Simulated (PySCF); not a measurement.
`C=C(C)[PH+]1CCOCC1`: 4 charge schemes on one density

Species: C7H14OP (charge +1).
Numbering: `[CH2:1]=[C:2]([CH3:3])[PH+:4]1[CH2:5][CH2:6][O:7][CH2:8][CH2:9]1` (hydrogens: H10, H11 on C1; H12, H13, H14 on C3; H15 on P4; H16, H17 on C5; H18, H19 on C6; H20, H21 on C8; H22, H23 on C9)

Structure used (GFN2-xTB), in Å, numbered top down from 1:
```xyz
23
C7H14OP angstrom
C      2.269   -0.549    1.130
C      1.913   -0.158   -0.087
C      2.829    0.099   -1.238
P      0.153    0.099   -0.431
C     -0.625    1.370    0.606
C     -2.155    1.282    0.431
O     -2.651    0.005    0.730
C     -2.355   -0.971   -0.232
C     -0.869   -1.384   -0.206
H      1.552   -0.718    1.919
H      3.302   -0.717    1.386
H      2.735    1.130   -1.581
H      3.861   -0.076   -0.947
H      2.587   -0.556   -2.076
H      0.024    0.499   -1.749
H     -0.253    2.362    0.340
H     -0.361    1.162    1.648
H     -2.438    1.577   -0.590
H     -2.640    1.961    1.137
H     -2.633   -0.619   -1.237
H     -2.975   -1.834    0.020
H     -0.650   -2.120   -0.982
H     -0.624   -1.816    0.770
```

Density: PBE0/pcSseg-1 (PySCF); schemes: Mulliken, IAO, Hirshfeld and ESP-fitted. One conformer (not necessarily the lowest) at the GFN2-xTB geometry, without solvent, vibrations or thermal averaging.

Task: Do the Mulliken, IAO, Hirshfeld and ESP-fitted schemes agree on where the charge is highest?

Result: All schemes agree: Mulliken P4 (+0.598); IAO P4 (+1.037); Hirshfeld P4 (+0.458); ESP-fitted P4 (+0.574).

Task: For which atoms does the sign change between the 4 schemes (beyond +0.03 e in one, beyond −0.03 e in another)?

Result: C2, C6 and C8.

Task: What partial charge does each atom carry?

Result: In e:

| atom | environment | Mulliken | IAO | Hirshfeld | ESP-fitted |
| --- | --- | --- | --- | --- | --- |
| C1 | terminal =CH2 carbon | +0.015 | -0.255 | -0.039 | -0.492 |
| C2 | fully substituted alkene carbon | -0.632 | -0.200 | -0.021 | +0.055 |
| C3 | allylic carbon | -0.143 | -0.430 | -0.102 | -0.442 |
| P4 | phosphonium phosphorus | +0.598 | +1.037 | +0.458 | +0.574 |
| C5 | sp3 carbon bound to phosphorus | -0.413 | -0.484 | -0.089 | -0.329 |
| C6 | sp3 carbon bound to oxygen | +0.056 | -0.057 | +0.021 | +0.112 |
| O7 | cyclic ether oxygen | -0.482 | -0.374 | -0.125 | -0.375 |
| C8 | sp3 carbon bound to oxygen | +0.056 | -0.057 | +0.021 | +0.110 |
| C9 | sp3 carbon bound to phosphorus | -0.413 | -0.484 | -0.089 | -0.339 |
| H10 | vinylic hydrogen | +0.147 | +0.165 | +0.069 | +0.230 |
| H11 | vinylic hydrogen | +0.168 | +0.193 | +0.086 | +0.277 |
| H12 | methyl hydrogen | +0.159 | +0.168 | +0.062 | +0.153 |
| H13 | methyl hydrogen | +0.160 | +0.183 | +0.075 | +0.198 |
| H14 | methyl hydrogen | +0.159 | +0.168 | +0.062 | +0.153 |
| H15 | P–H hydrogen | +0.144 | +0.019 | +0.052 | +0.073 |
| H16 | methylene hydrogen | +0.203 | +0.192 | +0.080 | +0.147 |
| H17 | methylene hydrogen | +0.200 | +0.186 | +0.072 | +0.177 |
| H18 | methylene hydrogen | +0.130 | +0.132 | +0.050 | +0.062 |
| H19 | methylene hydrogen | +0.177 | +0.192 | +0.078 | +0.131 |
| H20 | methylene hydrogen | +0.130 | +0.133 | +0.050 | +0.066 |
| H21 | methylene hydrogen | +0.177 | +0.192 | +0.078 | +0.131 |
| H22 | methylene hydrogen | +0.203 | +0.192 | +0.080 | +0.150 |
| H23 | methylene hydrogen | +0.200 | +0.186 | +0.072 | +0.179 |

Mean size of the charges over all atoms: IAO 0.247 e, Mulliken 0.225 e, ESP-fitted 0.215 e, Hirshfeld 0.084 e. Each set sums to the total charge, 1, to within 0.001 e. The Hirshfeld scheme weights the molecular density at each point by an atom's share of the summed free-atom densities. The Mulliken scheme gives each basis function's population to the atom it is centred on and halves the overlap population of two atoms between them.

Task: Sum the charges by element, for elements with more than one atom.

Result: 
```csv
element,atoms,Mulliken,IAO,Hirshfeld,ESP-fitted
C,7,-1.475,-1.966,-0.300,-1.325
H,14,+2.358,+2.302,+0.966,+2.126
```

Task: How many electrons does the Mulliken scheme count on C6?

Result: Z − q = 6 − (+0.056) = 5.944.
